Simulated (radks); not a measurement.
Values are calculated unless marked as measured or tabulated.
Effect of the nuclear size on the iron ion Fe+, [Ar] 3d6 4s1. Code: a radial shooting solver on a logarithmic mesh with Libxc functionals. Model: Dirac Kohn-Sham, relativistic LDA (MacDonald-Vosko exchange, VWN5 correlation), spin-unpolarised, spherical densities, finite nucleus; open shells are shared between the two j in proportion to 2j + 1; Fermi nuclear charge, rms radius 3.7377 fm. The rms radius is varied about that value; shifts are against it.

rms radius (fm)	total energy shift (eV)	density at nucleus (e/bohr^3)	1s1/2 shift (meV)	2s1/2 shift (meV)	3s1/2 shift (meV)
3.1023	-0.0342	1.507e+04	-14.5	-1.31	-0.188
3.4686	-0.0152	1.5e+04	-6.44	-0.581	-0.084
3.7377	0	1.495e+04	0.000	0.000	0.000
4.0965	0.0220	1.489e+04	9.31	0.840	0.121
4.4441	0.0451	1.484e+04	19.1	1.72	0.248

Slopes of the eigenvalues against <r^2> in GHz/fm^2, as finite differences over the two radii next to the reference (eigenvalue slopes, not the field-shift constants of lines): 1s1/2 802, 2s1/2 72.3, 3s1/2 10.4.
